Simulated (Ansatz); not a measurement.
The cluster Zn2Br3, relaxed as a doublet with UKS PBE-D4/def2-SVP in Ansatz, starting from the GFN1-xTB geometry. Force threshold 0.02 eV/Å.

The structure comes from a short search, and lower isomers may exist.

Start:

```xyz
5

Zn   -0.1467   -0.1133    1.6574
Zn    0.0781    0.0590   -0.8844
Br   -1.9859    1.1574   -0.2340
Br    0.0197   -2.2929   -0.3573
Br    2.0348    1.1899   -0.1817
```

| step | energy (eV) | largest force component (eV/Å) | SCF passes |
| --- | --- | --- | --- |
| 1 | -306896.9861 | 0.431 | 18 |
| 2 | -306897.0772 | 0.202 | 19 |
| 3 | -306897.0835 | 0.111 | 19 |
| 4 (rejected) | -306897.0765 | 0.168 | 19 |
| 5 | -306897.0858 | 0.030 | 19 |
| 6 | -306897.0871 | 0.030 | 18 |
| 7 | -306897.0873 | 0.005 | 19 |

Force components are those of the run's own axes.

End:

```
atom   x (Å)   y (Å)   z (Å)
 Zn1  -0.063  -0.083   1.579
 Zn2   0.040   0.054  -1.029
 Br3  -1.917   1.113  -0.198
 Br4   0.015  -2.206  -0.295
 Br5   1.924   1.122  -0.057
```

Bonds formed: Zn1–Br5 (atoms count from 1). The end is the same structure that another start reached.

No frequencies were taken in this run, so the end may be a saddle point.

Hardware: 4 threads of Arm Neoverse V1 on a shared host. Wall time 22 s.
